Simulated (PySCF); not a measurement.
## Spin-state energies of [Fe(H2O)6]2+

[Fe(H2O)6]2+: Fe(II) (d6), charge +2. The structure is a PBE0-D3(BJ)/def2-SVP, IEF-PCM water geometry optimised for multiplicity 5; coordination octahedral, point group C1, metal–donor distances 2.11–2.13 Å.

```
19

Fe    0.0000    0.0000    0.0000
O     0.0229    0.0013    2.1094
H     0.8610   -0.1098    2.5800
H    -0.6410   -0.4749    2.6275
O    -0.0347   -0.0027   -2.1137
H     0.6429    0.4595   -2.6272
H    -0.8711    0.1631   -2.5717
O     2.1299   -0.0306    0.0333
H     2.5985    0.8146    0.0851
H     2.6168   -0.5549   -0.6182
O    -2.1211   -0.0199   -0.0248
H    -2.6386    0.4124    0.6690
H    -2.5755   -0.8546   -0.2062
O     0.0120    2.1203   -0.0156
H    -0.0537    2.5589    0.8452
H    -0.6024    2.5923   -0.5959
O     0.0227   -2.1261   -0.0197
H     0.6463   -2.5879    0.5595
H     0.1398   -2.5304   -0.8920
```

Method (PySCF 2.14, density fitting): CASSCF(6,5) with orbitals averaged over all microstates of the shell, strongly contracted NEVPT2 on the averaged canonical orbitals; basis x2c-TZVPall on the metal, x2c-SVPall elsewhere; spin-free X2C; IEF-PCM water; spin-orbit coupling by state interaction with the mean-field operator over all roots.

The unrestricted Kohn–Sham energies use the same basis, Hamiltonian, solvent and geometry. All energies are vertical, in cm⁻¹ above the lowest state with 2S+1 = 5; a negative value means that the lower spin is more stable. A dash marks a spin without a sound unrestricted solution.

| method | 2S+1 = 3 | 2S+1 = 1 |
| --- | --- | --- |
| BP86 | – | 8625 |
| TPSSh | – | 10575 |
| B3LYP | – | 11057 |
| PBE0 | – | 15078 |
| BP86 | – | 9100 |
| TPSSh | – | 10971 |
| B3LYP | – | 11398 |
| PBE0 | – | 15420 |

Q: What do CASSCF and NEVPT2 in the d shell give?

A: 
| method | 2S+1 = 3 | 2S+1 = 1 |
| --- | --- | --- |
| CASSCF | 16886 | 21084 |
| NEVPT2 | 13497 | 15910 |

Q: How does exact exchange act on the 2S+1 = 1 state?

A: From BP86 (0 % exact exchange) to PBE0 (25 %) it moves by +6321 cm⁻¹ against the high-spin state, so more exact exchange favours high spin, the usual trend.

The functionals differ in more than their exact exchange.

The active space of the d orbitals alone lacks metal–ligand bonding pairs, which usually tilts NEVPT2 towards high spin.
